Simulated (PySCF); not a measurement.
2-methylidenefuran-3-one (C5H4O2), SMILES C1(C(OC=C1)=C)=O. Atoms are numbered in the order given.

```xyz
11

C      0.9277    -1.8726     0.0000
C      0.5159    -0.6050     0.0000
O      1.3746     0.4785     0.0000
C      0.6034     1.6004     0.0000
C     -0.7281     1.3731     0.0000
C     -0.9038    -0.0874     0.0000
O     -1.9101    -0.7666     0.0000
H      0.1651    -2.6535     0.0000
H      1.9857    -2.1394     0.0000
H      1.1667     2.5335     0.0000
H     -1.5235     2.1136     0.0000
```

Geometry: B3LYP-D3(BJ)/def2-SVP.

Two levels are set side by side: PBE/pcSseg-1 (PySCF) and B3LYP/pcSseg-1 (PySCF). GIAO shifts against H2O (¹⁷O), TMS (¹H), TMS (¹³C) at the same level; non-relativistic, no solvent, atoms listed together averaged. Differences are taken from unrounded values.

```csv
quantity,B3LYP,PBE,PBE minus B3LYP
δ(¹³C) of C1 (ppm),106.9,103.7,-3.2
δ(¹³C) of C2 (ppm),162.0,158.9,-3.1
δ(¹⁷O) of O3 (ppm),225.3,240.2,15.0
δ(¹³C) of C4 (ppm),179.2,175.7,-3.5
δ(¹³C) of C5 (ppm),116.8,114.8,-1.9
δ(¹³C) of C6 (ppm),190.5,186.0,-4.5
δ(¹⁷O) of O7 (ppm),581.5,584.6,3.2
δ(¹H) of H10 (ppm),8.12,8.18,0.06
δ(¹H) of H11 (ppm),6.09,6.02,-0.06
```

Rough cost on one machine, each run with all the roots and properties that it gave: B3LYP against PBE within a factor of 2.
